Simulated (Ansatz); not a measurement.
Kohn–Sham single points on C₆H₁₇FO₂SiSn, SMILES `C[O][Sn]([F])([CH2][Si](C)(C)C)[O]C`.

```yaml
crystal:
  periodic: [false, false, false]
  atoms:
    - {symbol: C, position_ang: [-0.633073, -1.360453, -3.335491]}
    - {symbol: O, position_ang: [-0.859911, -0.947596, -2.006660]}
    - {symbol: Sn, position_ang: [0.384806, -1.380405, -0.569973]}
    - {symbol: F, position_ang: [0.804401, -3.233234, -0.896372]}
    - {symbol: C, position_ang: [-0.421502, -0.962627, 1.323167]}
    - {symbol: Si, position_ang: [-0.740951, 0.877682, 1.623311]}
    - {symbol: C, position_ang: [-1.943062, 1.491859, 0.330178]}
    - {symbol: C, position_ang: [0.886262, 1.790530, 1.516219]}
    - {symbol: C, position_ang: [-1.479156, 1.058191, 3.334725]}
    - {symbol: O, position_ang: [2.095178, -0.489544, -0.859719]}
    - {symbol: C, position_ang: [2.950734, -0.848991, -1.921384]}
    - {symbol: H, position_ang: [-1.563028, -1.226584, -3.895230]}
    - {symbol: H, position_ang: [-0.344798, -2.415582, -3.403395]}
    - {symbol: H, position_ang: [0.143617, -0.757298, -3.821740]}
    - {symbol: H, position_ang: [-1.346500, -1.541480, 1.391853]}
    - {symbol: H, position_ang: [0.285557, -1.366972, 2.052465]}
    - {symbol: H, position_ang: [-2.123474, 2.563403, 0.451781]}
    - {symbol: H, position_ang: [-2.905462, 0.979859, 0.415127]}
    - {symbol: H, position_ang: [-1.573707, 1.323206, -0.685155]}
    - {symbol: H, position_ang: [1.382359, 1.625492, 0.555754]}
    - {symbol: H, position_ang: [1.573119, 1.459759, 2.300156]}
    - {symbol: H, position_ang: [0.732531, 2.865946, 1.640282]}
    - {symbol: H, position_ang: [-1.682446, 2.109290, 3.558038]}
    - {symbol: H, position_ang: [-2.421580, 0.511099, 3.420679]}
    - {symbol: H, position_ang: [-0.798860, 0.680248, 4.102344]}
    - {symbol: H, position_ang: [3.068762, -1.934310, -2.015573]}
    - {symbol: H, position_ang: [3.935572, -0.416287, -1.724053]}
    - {symbol: H, position_ang: [2.594623, -0.455180, -2.881344]}
basis:
  gaussian: {orbitals: def2-TZVPP}
hamiltonian: {xc: {name: wB97M-V}}
output: {forces: true, orbitals: {seedname: orbitals}}
```

```sh
$ ansatz run in.yaml --threads 11 --pin off --events-out ev --progress --plain --max-ram 166912MiB --backend cuda --devices 0, --max-vram 75GiB
```

Output, abridged:

```
Functional definition: wB97M-V
  name "wB97M-V"
  cite "Mardirossian & Head-Gordon, J. Chem. Phys. 144, 214110 (2016) doi:10.1063/1.4952647"
  cite "Becke, J. Chem. Phys. 107, 8554 (1997) doi:10.1063/1.475007"
  cite "Vydrov & Van Voorhis, J. Chem. Phys. 133, 244103 (2010) doi:10.1063/1.3521275"
  # Of w^i u^j: cxij and so on, Table III.
  parameter omega = 0.3/bohr
  parameter cx = 0.15
  parameter cx01 = 1.007
  parameter cx10 = 0.259
  parameter css00 = 0.443
  parameter css04 = -1.437
  parameter css10 = -4.535
  parameter css20 = -3.390
  parameter css43 = 4.278
  parameter cos00 = 1.000
  parameter cos10 = 1.358
  parameter cos20 = 2.924
  parameter cos21 = -8.812
  parameter cos60 = -1.390
  parameter cos61 = 9.142
  parameter b = 6.0
  parameter c = 0.01
  gx(w, u) = 1 - cx + cx01*u + cx10*w
  gss(w, u) = css00 + css04*u^4 + css10*w + css20*w^2 + css43*w^4*u^3
  gos(w, u) = cos00 + cos10*w + (cos20 + cos21*u)*w^2 + (cos60 + cos61*u)*w^6
  exchange = spin_sum(e_x_unif_sr(omega)*gx(b97_w, b97_u_x)) + cx*exact_x_sr(omega) + exact_x_lr(omega)
  correlation = spin_sum(e_c_pw_mod_same_spin*gss(b97_w, b97_u_same))
      + integral(e_c_pw_mod_opposite_spin*gos(b97_w_opposite, b97_u_opposite)) + vv10(b, c)
3264 factors; their error is unknown
805 factors; integrals over basis functions are off by at most 7.1e-6 eV
mean field evaluation 1: about -27004.1506 eV, gradient 9.3e1 eV
mean field evaluation 2: about -27007.0253 eV, gradient 9.1e1 eV
mean field evaluation 4: about -27020.7772 eV, gradient 3.1e0 eV
mean field evaluation 8: about -27020.8284 eV, gradient 9.8e-2 eV
mean field evaluation 16: about -27020.8436 eV, gradient 8.5e-4 eV
mean field -27020.84361994 eV, -992.9976876473 hartree, gradient 5.8e-5 eV, S^2 0.000000; 0 other end points of the search recorded, 0 dependent functions left out
the calculation of the forces begins
reference -27020.84370644 eV, -992.9976908259 hartree; 57, 57 occupied and 552, 552 virtual orbitals, 3264 factors
Total energy: -27020.84370644 eV, -992.9976908259 hartree
Atom 0 at    -0.633073    -1.360453    -3.335491 Å, force     0.025958    -0.093290    -0.353862 eV/Å
Atom 1 at    -0.859911    -0.947596    -2.006660 Å, force     0.001696     0.062032     0.281482 eV/Å
Atom 2 at     0.384806    -1.380405    -0.569973 Å, force    -0.031917     0.069462     0.049586 eV/Å
Atom 3 at     0.804401    -3.233234    -0.896372 Å, force     0.004692     0.004364    -0.013724 eV/Å
Atom 4 at    -0.421502    -0.962627     1.323167 Å, force     0.024535    -0.079524    -0.041778 eV/Å
Atom 5 at    -0.740951     0.877682     1.623311 Å, force    -0.012956     0.012436     0.033147 eV/Å
Atom 6 at    -1.943062     1.491859     0.330178 Å, force    -0.017173     0.003933    -0.022163 eV/Å
Atom 7 at     0.886262     1.790530     1.516219 Å, force     0.026981     0.008153    -0.005170 eV/Å
Atom 8 at    -1.479156     1.058191     3.334725 Å, force    -0.009816     0.014064     0.019679 eV/Å
Atom 9 at     2.095178    -0.489544    -0.859719 Å, force    -0.208043     0.037820     0.194022 eV/Å
Atom 10 at     2.950734    -0.848991    -1.921384 Å, force     0.247360    -0.070025    -0.263897 eV/Å
Atom 11 at    -1.563028    -1.226584    -3.895230 Å, force     0.091404    -0.017110     0.037870 eV/Å
Atom 12 at    -0.344798    -2.415582    -3.403395 Å, force    -0.020372     0.081484     0.017608 eV/Å
Atom 13 at     0.143617    -0.757298    -3.821740 Å, force    -0.061407    -0.046634     0.048541 eV/Å
Atom 14 at    -1.346500    -1.541480     1.391853 Å, force     0.056427     0.044106     0.011536 eV/Å
Atom 15 at     0.285557    -1.366972     2.052465 Å, force    -0.055038     0.032105    -0.035674 eV/Å
Atom 16 at    -2.123474     2.563403     0.451781 Å, force     0.010846    -0.063769    -0.008552 eV/Å
Atom 17 at    -2.905462     0.979859     0.415127 Å, force     0.054219     0.027420    -0.005020 eV/Å
Atom 18 at    -1.573707     1.323206    -0.685155 Å, force    -0.016689     0.010806     0.052415 eV/Å
Atom 19 at     1.382359     1.625492     0.555754 Å, force    -0.029132     0.012325     0.050574 eV/Å
Atom 20 at     1.573119     1.459759     2.300156 Å, force    -0.038583     0.017499    -0.044237 eV/Å
Atom 21 at     0.732531     2.865946     1.640282 Å, force     0.010172    -0.063618    -0.008217 eV/Å
Atom 22 at    -1.682446     2.109290     3.558038 Å, force     0.011016    -0.067008    -0.009578 eV/Å
Atom 23 at    -2.421580     0.511099     3.420679 Å, force     0.057147     0.032977    -0.005636 eV/Å
Atom 24 at    -0.798860     0.680248     4.102344 Å, force    -0.041167     0.022751    -0.046751 eV/Å
Atom 25 at     3.068762    -1.934310    -2.015573 Å, force    -0.018701     0.083328     0.014912 eV/Å
Atom 26 at     3.935572    -0.416287    -1.724053 Å, force    -0.084295    -0.045102    -0.031486 eV/Å
Atom 27 at     2.594623    -0.455180    -2.881344 Å, force     0.022839    -0.030985     0.084372 eV/Å
Dipole moment:    -0.130535     0.312174     0.231867 e Å
```

It took 4.7 s on 11 threads of an AMD EPYC 7R13 on a shared host and a whole NVIDIA H100 80 GB, with 1.7 GiB of host memory at the peak.

With the line `hamiltonian: {xc: {name: r2SCAN0}, dispersion: d4}` and no forces (abridged; 2.9 s):

```
Functional definition: r2SCAN0
mean field evaluation 16: about -27020.2747 eV, gradient 1.3e-3 eV
mean field -27020.27471425 eV, -992.9767807486 hartree, gradient 2.6e-5 eV, S^2 0.000000
Total energy: -27020.53689613 eV, -992.9864157551 hartree
```

The same input with `hamiltonian: {xc: r2scan, dispersion: d4}` (abridged; 3.1 s):

```
Functional definition: r2SCAN
mean field evaluation 16: about -27022.7429 eV, gradient 4.9e-3 eV
mean field -27022.74285865 eV, -993.0674833823 hartree, gradient 4.4e-5 eV, S^2 0.000000
Total energy: -27022.96714232 eV, -993.0757256554 hartree
Atom 0 force     0.070892    -0.104145    -0.305594 eV/Å
Atom 1 force    -0.215611     0.149484     0.169218 eV/Å
Atom 2 force    -0.024743    -0.024940     0.078421 eV/Å
Atom 3 force     0.035762    -0.138901    -0.037331 eV/Å
Atom 4 force    -0.053428     0.040082     0.118000 eV/Å
Atom 5 force     0.006949     0.004465    -0.017271 eV/Å
Atom 6 force     0.007595    -0.002300     0.010091 eV/Å
Atom 7 force    -0.010775    -0.004250     0.000715 eV/Å
Atom 8 force     0.001195    -0.002608    -0.002810 eV/Å
Atom 9 force    -0.006790     0.192089     0.241861 eV/Å
Atom 10 force     0.187419    -0.097691    -0.257460 eV/Å
Atom 11 force     0.006031    -0.000463     0.009102 eV/Å
Atom 12 force     0.001463    -0.001864     0.001042 eV/Å
Atom 13 force    -0.003361    -0.001543    -0.000993 eV/Å
Atom 14 force     0.010469    -0.015417    -0.004517 eV/Å
Atom 15 force    -0.001210    -0.016864    -0.011433 eV/Å
Atom 16 force    -0.009059    -0.014244    -0.013294 eV/Å
Atom 17 force     0.004867     0.012737    -0.013511 eV/Å
Atom 18 force    -0.010233     0.010997     0.010164 eV/Å
Atom 19 force    -0.003145     0.013789     0.016769 eV/Å
Atom 20 force     0.003641     0.012628    -0.014124 eV/Å
Atom 21 force     0.018123    -0.011481    -0.001509 eV/Å
Atom 22 force    -0.001457    -0.017955     0.008028 eV/Å
Atom 23 force     0.013275     0.013191     0.012645 eV/Å
Atom 24 force    -0.020528     0.009696    -0.001432 eV/Å
Atom 25 force    -0.001005    -0.000672     0.000387 eV/Å
Atom 26 force    -0.010459    -0.002854     0.002307 eV/Å
Atom 27 force     0.004123    -0.000964     0.002528 eV/Å
Dipole moment:    -0.138439     0.329712     0.245047 e Å
```

With the line `hamiltonian: {xc: {name: CAM-B3LYP}, dispersion: d4}` and no forces (abridged; 3.1 s):

```
Functional definition: CAM-B3LYP
mean field evaluation 16: about -27022.3098 eV, gradient 8.8e-4 eV
mean field -27022.30982767 eV, -993.0515697873 hartree, gradient 8.0e-5 eV, S^2 0.000000
Total energy: -27023.01742914 eV, -993.0775736617 hartree
```

With the line `hamiltonian: {xc: {name: revPBE}, dispersion: d4}` and no forces (abridged; 2.5 s):

```
Functional definition: revPBE
mean field evaluation 16: about -27023.2159 eV, gradient 8.9e-3 eV
mean field -27023.21589851 eV, -993.0848672767 hartree, gradient 3.2e-5 eV, S^2 0.000000
Total energy: -27025.32092533 eV, -993.1622255853 hartree
```
